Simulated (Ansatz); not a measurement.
Input for Ansatz (a program for electronic structure): R-B3LYP-D3(BJ)/def2-TZVP on Si2H6 (SMILES [SiH3][SiH3]).

Ansatz 0.2 input:
```yaml
crystal:
  periodic: [false, false, false]
  atoms:
    - {symbol: Si, position_ang: [0.00000000, -0.00000000, 1.17000000]}
    - {symbol: H, position_ang: [1.39120000, -0.00000000, 1.67320000]}
    - {symbol: H, position_ang: [-0.69560000, 1.20480000, 1.67320000]}
    - {symbol: H, position_ang: [-0.69560000, -1.20480000, 1.67320000]}
    - {symbol: Si, position_ang: [0.00000000, -0.00000000, -1.17000000]}
    - {symbol: H, position_ang: [1.39120000, -0.00000000, -1.67320000]}
    - {symbol: H, position_ang: [-0.69560000, 1.20480000, -1.67320000]}
    - {symbol: H, position_ang: [-0.69560000, -1.20480000, -1.67320000]}
basis:
  gaussian:
    orbitals: def2-TZVP
hamiltonian:
  xc: b3lyp
  dispersion: d3bj
relax: {f_tol: 0.004, max_steps: 120}
scf: {lower_state_search: off}
```

Output:

```
WARN ansatz: RAYON_NUM_THREADS=4 ignored (pool sized by the plan → 4); use --threads N
Functional definition: B3LYP
these checks for a lower state are left out or cut short: stability, starts, cluster_reference, orbital_swaps, neighbouring_geometries, increment
integrals: 0.03 GiB planned
786 factors; their error is unknown
mean field: 0.33 GiB planned
mean field evaluation 1: about -15853.7186 eV, gradient 1.4e1 eV
mean field evaluation 2: about -15854.2881 eV, gradient 6.3e0 eV
mean field evaluation 4: about -15854.4120 eV, gradient 2.3e-1 eV
mean field evaluation 8: about -15854.4623 eV, gradient 1.0e-1 eV
mean field evaluation 16: about -15854.4623 eV, gradient 4.2e-7 eV
mean field -15854.46228858 eV, -582.6407425646 hartree, gradient 4.2e-7 eV, S^2 0.000000; 0 other end points of the search recorded, 0 dependent functions left out
the calculation of the forces begins
reference -15854.46255890 eV, -582.6407524990 hartree; 17, 17 occupied and 93, 93 virtual orbitals, 786 factors
relax step   1: F+E_penalty+E_count = -15854.71704191 eV  Δ(F+E_penalty+E_count) = +0.000e0 eV  max|allowed force component| = 6.876e-2 eV/Å  Δτ_max = 0.0000 Å  (14 SCF iters, accepted)
these checks for a lower state are left out or cut short: stability, starts, cluster_reference, orbital_swaps, neighbouring_geometries, increment
integrals: 0.03 GiB planned
786 factors; their error is unknown
mean field: 0.33 GiB planned
mean field -15854.46809240 eV, -582.6409558511 hartree, gradient 1.6e-6 eV, S^2 0.000000; 0 other end points of the search recorded, 0 dependent functions left out
the calculation of the forces begins
reference -15854.46836329 eV, -582.6409658064 hartree; 17, 17 occupied and 93, 93 virtual orbitals, 786 factors
relax step   2: F+E_penalty+E_count = -15854.72070556 eV  Δ(F+E_penalty+E_count) = -3.664e-3 eV  max|allowed force component| = 4.847e-2 eV/Å  Δτ_max = 0.0344 Å  (18 SCF iters, accepted)
these checks for a lower state are left out or cut short: stability, starts, cluster_reference, orbital_swaps, neighbouring_geometries, increment
integrals: 0.03 GiB planned
786 factors; their error is unknown
mean field: 0.33 GiB planned
mean field evaluation 32: about -15854.4687 eV, gradient 1.5e-6 eV
mean field -15854.46865231 eV, -582.6409764276 hartree, gradient 1.5e-6 eV, S^2 0.000000; 0 other end points of the search recorded, 0 dependent functions left out
the calculation of the forces begins
reference -15854.46892324 eV, -582.6409863840 hartree; 17, 17 occupied and 93, 93 virtual orbitals, 786 factors
relax step   3: F+E_penalty+E_count = -15854.72174021 eV  Δ(F+E_penalty+E_count) = -1.035e-3 eV  max|allowed force component| = 1.141e-2 eV/Å  Δτ_max = 0.0106 Å  (18 SCF iters, accepted)
these checks for a lower state are left out or cut short: stability, starts, cluster_reference, orbital_swaps, neighbouring_geometries, increment
integrals: 0.03 GiB planned
786 factors; their error is unknown
mean field: 0.33 GiB planned
mean field -15854.46868224 eV, -582.6409775274 hartree, gradient 2.9e-6 eV, S^2 0.000000; 0 other end points of the search recorded, 0 dependent functions left out
the calculation of the forces begins
reference -15854.46895318 eV, -582.6409874845 hartree; 17, 17 occupied and 93, 93 virtual orbitals, 786 factors
relax step   4: F+E_penalty+E_count = -15854.72174618 eV  Δ(F+E_penalty+E_count) = -5.972e-6 eV  max|allowed force component| = 2.679e-3 eV/Å  Δτ_max = 0.0004 Å  (10 SCF iters, accepted)
Total energy: -15854.72201713 eV, -582.6502874130 hartree
Atom 0 at     0.000002    -0.000000     1.178161 Å, force     0.000005    -0.000000     0.002679 eV/Å
Atom 1 at     1.389175    -0.000000     1.697258 Å, force    -0.000195     0.000000    -0.000146 eV/Å
Atom 2 at    -0.694589     1.203061     1.697245 Å, force     0.000095    -0.000167    -0.000149 eV/Å
Atom 3 at    -0.694589    -1.203061     1.697245 Å, force     0.000095     0.000167    -0.000149 eV/Å
Atom 4 at     0.000002    -0.000000    -1.178161 Å, force     0.000005    -0.000000    -0.002679 eV/Å
Atom 5 at     1.389175     0.000000    -1.697258 Å, force    -0.000195    -0.000000     0.000146 eV/Å
Atom 6 at    -0.694589     1.203061    -1.697245 Å, force     0.000095    -0.000167     0.000149 eV/Å
Atom 7 at    -0.694589    -1.203061    -1.697245 Å, force     0.000095     0.000167     0.000149 eV/Å
Dipole moment:     0.000001    -0.000000     0.000000 e Å
Checks for a lower state left out: stability, starts, cluster_reference, orbital_swaps, neighbouring_geometries, increment
```

The calculation finished and met its thresholds.

Cost: about 8 core-seconds (a rough figure).
